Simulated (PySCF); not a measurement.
C₄H₇FO, SMILES [C@]1([C@@H](C1)F)(O)C. Atoms are numbered in the order given.

```xyz
13

C      1.5235     0.5336     0.3905
C      0.0514     0.2123     0.4848
O     -0.4177    -0.0806     1.7695
C     -0.9313     0.8557    -0.4871
C     -0.5936    -0.6049    -0.5830
F      0.1690    -1.0216    -1.6370
H      1.8441     0.6382    -0.6550
H      2.1099    -0.2743     0.8553
H      1.7515     1.4749     0.9188
H     -0.4051     0.7402     2.2814
H     -0.5213     1.5095    -1.2621
H     -1.9239     1.1213    -0.1139
H     -1.3346    -1.3508    -0.2779
```

Geometry: B3LYP-D3(BJ)/def2-SVP. The structure was generated by enumeration; whether it is a known compound was not checked. One conformer was computed; it need not be the lowest.

All values below come from PBE/def2-TZVP run with PySCF.

ESP charges are fitted to the potential on shells at 1.4 to 2.0 van der Waals radii. Atomic charges (e):

| atom | ESP fit | meta-Löwdin |
|---|---|---|
| C1 | -0.72 | -0.36 |
| C2 | 0.52 | 0.20 |
| O3 | -0.64 | -0.51 |
| C4 | -0.63 | -0.30 |
| C5 | 0.21 | 0.16 |
| F6 | -0.23 | -0.29 |
| H7 | 0.21 | 0.13 |
| H8 | 0.19 | 0.13 |
| H9 | 0.17 | 0.11 |
| H10 | 0.41 | 0.33 |
| H11 | 0.22 | 0.13 |
| H12 | 0.19 | 0.13 |
| H13 | 0.09 | 0.13 |

Computed Mayer and Wiberg (Löwdin basis) orders of the bonds:
```csv
bond,Mayer,Wiberg
C1–C2,1.01,1.23
C2–O3,1.09,1.56
C2–C4,0.91,1.17
C2–C5,0.90,1.17
C4–C5,0.99,1.25
C5–F6,1.09,1.68
C1–H7,0.95,0.88
C1–H8,0.97,0.89
C1–H9,0.96,0.89
O3–H10,0.89,1.01
C4–H11,0.93,0.86
C4–H12,0.93,0.86
C5–H13,0.97,0.84
```
